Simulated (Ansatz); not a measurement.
`C[NH][GeH2][SiH3]` + `C[SiH2]BO` → `C[SiH2]BO[SiH3]` + `C[NH][GeH3]`  (cleavage of the Si–Ge bond)

Gas-phase electronic energies from Ansatz, PBE0-D4/def2-TZVP geometries. CBS: MP2 limit from def2 TZ/QZ plus the TZ coupled-cluster correction, frozen cores. DFT in def2-TZVPP. B3LYP here is the variant with VWN-RPA as its local correlation; programs differ in this. For Ge outer-core shells are correlated without core-valence functions, which leaves a few kJ/mol of doubt a bond. Scalar relativity is left out up to krypton. One conformer a species, not always the lowest.

`C[NH][GeH2][SiH3]`:

```xyz
13

C     1.005    1.691   -0.090
N    -0.247    1.297   -0.706
Ge   -1.223   -0.046    0.102
Si   -0.029   -2.114    0.313
H     1.797    0.928   -0.118
H     1.394    2.593   -0.571
H     0.831    1.941    0.961
H    -0.141    1.152   -1.701
H    -2.490   -0.238   -0.751
H    -1.602    0.486    1.499
H     1.252   -1.906    1.042
H     0.286   -2.660   -1.036
H    -0.833   -3.122    1.057
```

`C[SiH2]BO`:

Cartesian coordinates in Å:
```
C 1.594 0.269 0.513
Si -0.218 0.755 0.478
B -1.379 -0.493 -0.619
O -0.796 -1.544 -1.242
H 1.715 -0.730 0.939
H 2.006 0.250 -0.499
H 2.183 0.969 1.109
H -0.760 0.806 1.870
H -0.364 2.139 -0.069
H -2.569 -0.334 -0.738
H -1.413 -2.087 -1.742
```

`C[SiH2]BO[SiH3]`:

Cartesian coordinates in Å:
```
C 2.557 0.629 1.010
Si 0.699 0.904 1.103
B -0.279 0.046 -0.458
O -1.494 -0.515 -0.281
Si -2.545 -1.246 -1.338
H 2.799 -0.434 1.091
H 3.072 1.155 1.817
H 2.953 0.992 0.059
H 0.427 2.375 1.042
H 0.176 0.421 2.414
H 0.195 0.043 -1.573
H -1.967 -1.251 -2.706
H -2.773 -2.632 -0.866
H -3.817 -0.487 -1.314
```

`C[NH][GeH3]`:

Z-matrix (Å, degrees):
```
C
N 1 1.450
H 1 1.100 2 114.8
H 1 1.094 2 110.2 3 121.9
H 1 1.094 2 109.5 3 -120.8
Ge 2 1.838 1 118.0 3 67.0
H 2 1.010 1 111.6 3 -66.0
H 6 1.549 2 113.3 1 -56.3
H 6 1.536 2 107.2 1 -177.3
H 6 1.537 2 107.0 1 63.0
```

| level | ΔE (kcal/mol) | difference from CCSD(T)/CBS |
| --- | --- | --- |
| PBE-D4 | -9.8 | 5.6 |
| r2SCAN-D4 | -13.8 | 1.6 |
| PBE0-D4 | -11.7 | 3.7 |
| B3LYP-D4 | -15.3 | 0.1 |
| ωB97X-V | -15.3 | 0.1 |
| ωB97M-V | -15.6 | -0.2 |
| B2PLYP | -16.6 | -1.2 |
| PBE | -10.2 | 5.2 |
| r2SCAN | -13.9 | 1.5 |
| PBE0 | -12.1 | 3.3 |
| B3LYP | -15.9 | -0.5 |
| HF/def2-TZVPP | -22.3 | -6.9 |
| MP2/def2-TZVPP | -16.6 | -1.2 |
| SCS-MP2/def2-TZVPP | -17.9 | -2.5 |
| CCSD/def2-TZVPP | -16.3 | -0.9 |
| CCSD(T)/def2-TZVPP | -15.4 | 0.0 |
| HF/def2-QZVPP | -23.0 | -7.6 |
| MP2/def2-QZVPP | -16.8 | -1.4 |
| SCS-MP2/def2-QZVPP | -18.2 | -2.8 |
| HF/CBS(def2) | -23.0 | -7.6 |
| MP2/CBS(def2) | -16.6 | -1.2 |
| CCSD/CBS(def2) | -16.3 | -0.9 |
| CCSD(T)/CBS | -15.4 | 0 |

Largest T1 diagnostic among the species: 0.013.

From PBE to PBE0 (25 % exact exchange), in def2-TZVPP and without D4, ΔE moves by −1.9 kcal/mol. In def2-TZVPP, CCSD(T) changes the Hartree–Fock value by +6.9 kcal/mol (the triples alone add +0.9 kcal/mol) and MP2 by +5.7 kcal/mol.
